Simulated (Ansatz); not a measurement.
Cost and result up the ladder for CrF₃ (4 atoms). The state is a quartet with charge 0. Geometry: r2SCAN-D4/def2-TZVP.

Cartesian coordinates in Å:
```
Cr -0.001 0.008 0.006
F 0.811 -0.822 1.282
F 0.902 0.947 -1.125
F -1.713 -0.133 -0.162
```

Ansatz on 4 threads of Arm Neoverse V1 on a shared host. Times are rough, and most runs start from the orbitals of an earlier one. PBE0-D4/def2-TZVPD serves as the yardstick here, not as an exact answer. Differences are given only for rows in sets of like size (and for xTB, whose basis is part of the method), since another set adds its own error. Binding counts from free atoms at the same level (Cr septet, F doublet; other spins of the atoms weren't run), without zero-point energy or a counterpoise term.

B3LYP takes the VWN-RPA correlation. HSE06 is defined as in plane-wave codes, on full-range PBE exchange. Correlated methods freeze 8 core orbitals; core or outer-core shells of Cr are correlated, in sets that lack core-valence functions.

Correlated methods converge slowly with the basis.

```
                          level  functions  wall time
          LDA (SPW92)/def2-TZVP        138     0.85 s
                PBE-D4/def2-SVP         73        1 s
               PBE0-D4/def2-SVP         73      1.4 s
               PBE-D4/def2-TZVP        138      1.6 s
                  MP2/def2-TZVP        138        2 s
              PBE-D4/def2-TZVPD        168      2.3 s
             HSE06-D4/def2-TZVP        138      2.6 s
             B3LYP-D4/def2-TZVP        138      2.6 s
              RPA@PBE/def2-TZVP        138      2.8 s
             PBE0-D4/def2-TZVPD        168      3.5 s
PBE0-D4/def2-TZVP (with forces)        138      3.5 s
            r2SCAN-D4/def2-TZVP        138      3.9 s
               B2PLYP/def2-TZVP        138      4.7 s
             CCSD(T)/def2-TZVPP        157    3.1 min
```

Q: Estimate what each level gives for the binding energy per atom (eV).

A: 
```csv
level,binding energy per atom (eV),difference from PBE0-D4/def2-TZVPD (eV)
LDA (SPW92)/def2-TZVP,4.52,0.99
PBE-D4/def2-SVP,3.98,–
PBE0-D4/def2-SVP,3.48,–
PBE-D4/def2-TZVP,3.92,0.39
MP2/def2-TZVP,3.54,0.00
PBE-D4/def2-TZVPD,3.92,0.39
HSE06-D4/def2-TZVP,3.51,-0.02
B3LYP-D4/def2-TZVP,3.66,0.13
RPA@PBE/def2-TZVP,3.27,-0.27
PBE0-D4/def2-TZVPD,3.53,0.00
PBE0-D4/def2-TZVP (with forces),3.51,-0.02
r2SCAN-D4/def2-TZVP,3.68,0.15
B2PLYP/def2-TZVP,3.63,0.10
CCSD(T)/def2-TZVPP,3.54,0.01
```
